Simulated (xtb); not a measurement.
F$_{3}$Gd (SMILES [F][Gd]([F])[F]), multiplicity 8, from a rough starting geometry (GFN-xTB shapes and energies of metal compounds can be far from the true ones) (GFN-xTB holds the 4f electrons in the core, so unpaired electrons go into valence orbitals and the state isn't the physical one); GFN2-xTB in xtb.

Here is a job for xtb.
```
$ xtb mol.xyz --gfn 2 --uhf 7 --opt vtight --json

# file mol.xyz
4

Gd     0.03002339    -0.02687746    -0.02141089
F     -1.65853616    -1.00518632     0.07108085
F     -0.00474567     1.80339050    -0.74626287
F      1.65162876    -0.79771532     0.74028788
```

It wrote (shortened):

```
   ID    Z sym.   atoms
    1   64 Gd     1
    2    9 F      2-4

           -------------------------------------------------
          |                Calculation Setup                |
           -------------------------------------------------

           -------------------------------------------------
          |                 G F N 2 - x T B                 |
           -------------------------------------------------

          ...................................................
          :                      SETUP                      :
          :.................................................:
          :  # basis functions                  22          :
          :  # atomic orbitals                  21          :
          :  # shells                            9          :
          :  # electrons                        24          :
          :  max. iterations                   250          :
          :  Hamiltonian                  GFN2-xTB          :
          :  restarted?                      false          :
          :  GBSA solvation                  false          :
          :  PC potential                    false          :
          :  electronic temp.          300.0000000     K    :
          :  accuracy                    1.0000000          :
          :  -> integral cutoff          0.2500000E+02      :
          :  -> integral neglect         0.1000000E-07      :
          :  -> SCF convergence          0.1000000E-05 Eh   :
          :  -> wf. convergence          0.1000000E-03 e    :
          :  Broyden damping             0.4000000          :
          :  net charge                          0          :
          :  unpaired electrons                  7          :
          ...................................................

 iter      E             dE          RMSdq      gap      omega  full diag
   1     -5.0660111 -0.506601E+01  0.445E+01    0.77       0.0  T
   2    -13.0635602 -0.799755E+01  0.172E+01    0.24       1.0  T
   3    -14.3418323 -0.127827E+01  0.131E+01    0.32       1.0  T
   4    -13.2069206  0.113491E+01  0.144E+01    0.39       1.0  T
   5    -13.2110193 -0.409868E-02  0.144E+01    0.41       1.0  T
   6    -13.2529701 -0.419509E-01  0.136E+01    0.41       1.0  T
   7    -13.2886490 -0.356788E-01  0.134E+01    0.43       1.0  T
   8    -13.2947023 -0.605330E-02  0.130E+01    0.42       1.0  T
   9    -13.2750948  0.196074E-01  0.129E+01    0.41       1.0  T
[...]
 * total energy  :   -14.8630781 Eh     change       -0.9080427E-03 Eh
 * total energy  :   -14.8647003 Eh     change       -0.1622189E-02 Eh
 * total energy  :   -14.8647214 Eh     change       -0.2112104E-04 Eh
 * total energy  :   -14.8649377 Eh     change       -0.2162815E-03 Eh
 * total energy  :   -14.8650981 Eh     change       -0.1604079E-03 Eh
 * total energy  :   -14.8651629 Eh     change       -0.6482115E-04 Eh
 * total energy  :   -14.8652053 Eh     change       -0.4240542E-04 Eh
 * total energy  :   -14.8652205 Eh     change       -0.1517189E-04 Eh
 * total energy  :   -14.8652247 Eh     change       -0.4192588E-05 Eh
 * total energy  :   -14.8652258 Eh     change       -0.1177098E-05 Eh
 * total energy  :   -14.8652262 Eh     change       -0.3750625E-06 Eh
 * total energy  :   -14.8652263 Eh     change       -0.4451478E-07 Eh
   *** GEOMETRY OPTIMIZATION CONVERGED AFTER 38 ITERATIONS ***
         :: total energy             -14.865226262704 Eh    ::
[...]
        20                          0.1727648               4.7012
        21                          0.4287339              11.6664
      -------------------------------------------------------------
                  HL-Gap            0.0070054 Eh            0.1906 eV
             Fermi-level           -0.5042196 Eh          -13.7205 eV

     #   Z          covCN         q      C6AA      α(0)
     1  64 Gd       1.872    -0.650   447.061    46.846
     2   9 F        0.627     0.210     7.778     3.291
     3   9 F        0.627     0.210     7.778     3.291
     4   9 F        0.624     0.229     7.649     3.263

 Mol. C6AA /au·bohr⁶  :        823.480273
 Mol. C8AA /au·bohr⁸  :     102252.806172
 Mol. α(0) /au        :         56.691142

Wiberg/Mayer (AO) data.
largest (>0.10) Wiberg bond orders for each atom

 ---------------------------------------------------------------------------
     #   Z sym  total        # sym  WBO       # sym  WBO       # sym  WBO
 ---------------------------------------------------------------------------
     1  64 Gd   1.162 --     4 F    0.402     2 F    0.380     3 F    0.380
     2   9 F    1.211 --     3 F    0.667     1 Gd   0.380     4 F    0.164
     3   9 F    1.211 --     2 F    0.667     1 Gd   0.380     4 F    0.164
     4   9 F    0.731 --     1 Gd   0.402     2 F    0.164     3 F    0.164
 ---------------------------------------------------------------------------

Topologies differ in total number of bonds
Writing topology from bond orders to xtbtopo.mol

molecular dipole:
                 x           y           z       tot (Debye)
 q only:       -0.608       0.766       1.483
   full:       -0.201       0.253       0.490       1.491
molecular quadrupole (traceless):
                xx          xy          yy          xz          yz          zz
 q only:        2.911      -0.505       0.275       2.856      -2.805      -3.186
  q+dip:        1.358      -1.437      -0.611       0.743      -0.279      -0.747
   full:        0.915      -0.442      -0.161       0.890      -0.683      -0.754

optimized geometry written to: xtbopt.xyz

           -------------------------------------------------
          | TOTAL ENERGY              -14.865226262704 Eh   |
          | GRADIENT NORM               0.000031874818 Eh/α |
          | HOMO-LUMO GAP               0.190627356161 eV   |
           -------------------------------------------------

normal termination of xtb
```
